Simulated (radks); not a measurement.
Results of a calculation; reference values are marked as such.
Initial-state core-level shifts of the germanium ion Ge3+ when its valence configuration changes from [Ar] 3d10 4s1. Code: a radial shooting solver on a logarithmic mesh with Libxc functionals. Model: Dirac Kohn-Sham, PBE, spin-unpolarised, spherical densities, finite nucleus; open shells fill j = l - 1/2 first; Fermi nuclear charge, rms radius 4.0742 fm. Shifts are changes of the shell-averaged eigenvalues in eV (positive: less bound); the change of the density at the nucleus, which sets a Mossbauer isomer shift, is in e/bohr^3, on a base of 3.171e+04.

valence               1s       2s       2p       3s  density at nucleus
3d10 4p1          -1.497   -1.448   -1.443   -1.504             -24.018
3d9.5 4s1.5       -5.602   -6.223   -6.172   -5.126             +16.555
3d9 4s1 4p1      -12.905  -14.154  -14.046  -11.844              +8.627
3d9 4s2          -11.472  -12.754  -12.653  -10.406             +34.617
3d9 4p2          -14.302  -15.521  -15.404  -13.250             -18.106
3d8 4s2 4p1      -25.352  -28.057  -27.843  -22.739             +47.356
3d8 4p3          -28.132  -30.787  -30.553  -25.516             -11.213
3d8 4s1 4p2      -26.680  -29.371  -29.147  -24.077             +18.499
3d9.5 4s1 4p0.5   -6.340   -6.940   -6.886   -5.866              +4.161
